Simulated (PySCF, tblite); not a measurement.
Isomers of C5H8ClF3Si, one GFN2-xTB conformer each. Single-point energies are computed at PBE0/pcSseg-1 (PySCF, gas phase, no added dispersion term), electronic only.

Problem. Rank them by PBE0/pcSseg-1 energy, lowest first (kJ/mol).
A. `[F:1][C:2]([F:3])([F:4])[C@@H:5]([Cl:6])[C@H:7]1[CH2:8][CH2:9][SiH2:10]1` with C2–C5–C7–C8 178°
B. `[CH3:1]/[C:2](=[CH:3]/[Cl:4])[C@@H:5]([SiH3:6])[C:7]([F:8])([F:9])[F:10]` with C1–C2–C5–Si6 -85°
C. `[F:1][C:2]([F:3])([F:4])[C@@H:5]([Cl:6])[C@@H:7]1[CH2:8][CH2:9][SiH2:10]1` with C2–C5–C7–C8 175°, C5–C7–C8–C9 -136°, C7–C8–C9–Si10 14°, C8–C9–Si10–C7 -11°, C5–C7–Si10–C9 131°
D. `[F:1][C:2]([F:3])([F:4])[Si@@H:5]1[CH2:6][CH2:7][C@@H:8]([Cl:9])[CH2:10]1` with C2–Si5–C6–C7 -112°, Si5–C6–C7–C8 -28°, C6–C7–C8–Cl9 -66°, C7–C8–C10–Si5 -45°
E. `[CH3:1]/[C:2]([SiH3:3])=[C:4](/[Cl:5])[CH2:6][C:7]([F:8])([F:9])[F:10]` with C2–C4–C6–C7 -89°
F. `[F:1][C:2]([F:3])([F:4])[Si@@H:5]1[CH2:6][CH2:7][C@H:8]([Cl:9])[CH2:10]1` with C2–Si5–C6–C7 -128°, Si5–C6–C7–C8 36°, C6–C7–C8–Cl9 67°, C7–C8–C10–Si5 38°
G. `[CH3:1]/[CH:2]=[C:3](\[CH2:4][Cl:5])[SiH2:6][C:7]([F:8])([F:9])[F:10]` with C2–C3–C4–Cl5 179°, C2–C3–Si6–C7 0°
H. `[CH3:1]/[C:2](=[CH:3]\[Cl:4])[C@@H:5]([SiH3:6])[C:7]([F:8])([F:9])[F:10]` with C1–C2–C5–Si6 95°
I. `[F:1][C:2]([F:3])([F:4])[CH2:5][C:6]1([Cl:7])[CH2:8][SiH2:9][CH2:10]1` with C2–C5–C6–Cl7 62°, C5–C6–C8–Si9 -139°, C6–C8–Si9–C10 14°, C8–Si9–C10–C6 -14°, C5–C6–C10–Si9 142°

Solution. D (0.0), F (7.2), I (73.2), C (85.9), A (95.2), B (97.4), E (97.6), H (104.0), G (123.6).

As drawn, the highest has a C=C bond outside aromatic rings, which the lowest lacks. Neighbours under 10 kJ/mol apart (FC(F)(F)[Si@@H]1CC[C@@H](Cl)C1 and FC(F)(F)[Si@@H]1CC[C@H](Cl)C1; FC(F)(F)[C@@H](Cl)[C@@H]1CC[SiH2]1 and FC(F)(F)[C@@H](Cl)[C@H]1CC[SiH2]1; FC(F)(F)[C@@H](Cl)[C@H]1CC[SiH2]1 and C/C(=C/Cl)[C@@H]([SiH3])C(F)(F)F; C/C(=C/Cl)[C@@H]([SiH3])C(F)(F)F and C/C([SiH3])=C(/Cl)CC(F)(F)F; others) can change places with a better method, another conformer or zero-point energy. FC(F)(F)[Si@@H]1CC[C@@H](Cl)C1 and FC(F)(F)[Si@@H]1CC[C@H](Cl)C1 are stereoisomers, 7.2 kJ/mol apart in the conformers taken. FC(F)(F)[C@@H](Cl)[C@@H]1CC[SiH2]1 and FC(F)(F)[C@@H](Cl)[C@H]1CC[SiH2]1 are stereoisomers, 9.3 kJ/mol apart in the conformers taken. C/C(=C/Cl)[C@@H]([SiH3])C(F)(F)F and C/C(=C\Cl)[C@@H]([SiH3])C(F)(F)F are stereoisomers, 6.6 kJ/mol apart in the conformers taken. GFN2-xTB itself gives, in the same order: 0.0, 7.3, 19.9, 41.2, 41.6, 6.2, 20.3, 10.4, 72.0. Both levels put the same isomer lowest; measured from each level's own lowest isomer, the values differ by up to 93.6 kJ/mol (C/C(=C\Cl)[C@@H]([SiH3])C(F)(F)F: 10.4 against 104.0).

Problem. Which frontier levels, dipoles and rotational constants go with these structures?

Solution. 
```json
{"SMILES": "FC(F)(F)[Si@@H]1CC[C@@H](Cl)C1", "HOMO (eV, PBE0/pcSseg-1)": "-8.73", "LUMO (eV)": "0.44", "dipole (D)": "2.18", "A, B, C (MHz)": "2100, 521.2, 503.9"}
{"SMILES": "FC(F)(F)[Si@@H]1CC[C@H](Cl)C1", "HOMO (eV, PBE0/pcSseg-1)": "-8.59", "LUMO (eV)": "0.40", "dipole (D)": "4.24", "A, B, C (MHz)": "1537, 710.2, 627.2"}
{"SMILES": "FC(F)(F)CC1(Cl)C[SiH2]C1", "HOMO (eV, PBE0/pcSseg-1)": "-8.36", "LUMO (eV)": "0.02", "dipole (D)": "3.42", "A, B, C (MHz)": "1766, 622.7, 553.6"}
{"SMILES": "FC(F)(F)[C@@H](Cl)[C@@H]1CC[SiH2]1", "HOMO (eV, PBE0/pcSseg-1)": "-8.22", "LUMO (eV)": "0.06", "dipole (D)": "3.06", "A, B, C (MHz)": "1389, 756.3, 549.0"}
{"SMILES": "FC(F)(F)[C@@H](Cl)[C@H]1CC[SiH2]1", "HOMO (eV, PBE0/pcSseg-1)": "-8.30", "LUMO (eV)": "0.04", "dipole (D)": "2.44", "A, B, C (MHz)": "1567, 729.2, 650.1"}
{"SMILES": "C/C(=C/Cl)[C@@H]([SiH3])C(F)(F)F", "HOMO (eV, PBE0/pcSseg-1)": "-7.24", "LUMO (eV)": "-0.37", "dipole (D)": "2.00", "A, B, C (MHz)": "1294, 648.1, 596.4"}
{"SMILES": "C/C([SiH3])=C(/Cl)CC(F)(F)F", "HOMO (eV, PBE0/pcSseg-1)": "-7.45", "LUMO (eV)": "-0.72", "dipole (D)": "2.48", "A, B, C (MHz)": "1539, 617.8, 502.9"}
{"SMILES": "C/C(=C\\Cl)[C@@H]([SiH3])C(F)(F)F", "HOMO (eV, PBE0/pcSseg-1)": "-7.15", "LUMO (eV)": "-0.41", "dipole (D)": "2.59", "A, B, C (MHz)": "1337, 619.0, 530.2"}
{"SMILES": "C/C=C(\\CCl)[SiH2]C(F)(F)F", "HOMO (eV, PBE0/pcSseg-1)": "-7.77", "LUMO (eV)": "-0.69", "dipole (D)": "3.93", "A, B, C (MHz)": "1264, 605.9, 445.9"}
```

Problem. What happens when harmonic zero-point energies from GFN2-xTB frequencies are added?

Solution. 
```
                            SMILES  ZPE (kJ/mol)  electronic (kJ/mol)  with ZPE (kJ/mol)
    FC(F)(F)[Si@@H]1CC[C@@H](Cl)C1         322.0                  0.0                0.0
     FC(F)(F)[Si@@H]1CC[C@H](Cl)C1         322.3                  7.2                7.5
          FC(F)(F)CC1(Cl)C[SiH2]C1         313.1                 73.2               64.3
FC(F)(F)[C@@H](Cl)[C@@H]1CC[SiH2]1         314.5                 85.9               78.4
 FC(F)(F)[C@@H](Cl)[C@H]1CC[SiH2]1         314.9                 95.2               88.1
  C/C(=C/Cl)[C@@H]([SiH3])C(F)(F)F         303.1                 97.4               78.5
       C/C([SiH3])=C(/Cl)CC(F)(F)F         302.3                 97.6               77.9
  C/C(=C\Cl)[C@@H]([SiH3])C(F)(F)F         302.5                104.0               84.6
         C/C=C(\CCl)[SiH2]C(F)(F)F         307.6                123.6              109.1
```

The zero-point energies span 20.0 kJ/mol. The lowest isomer stays, but the order above it changes.
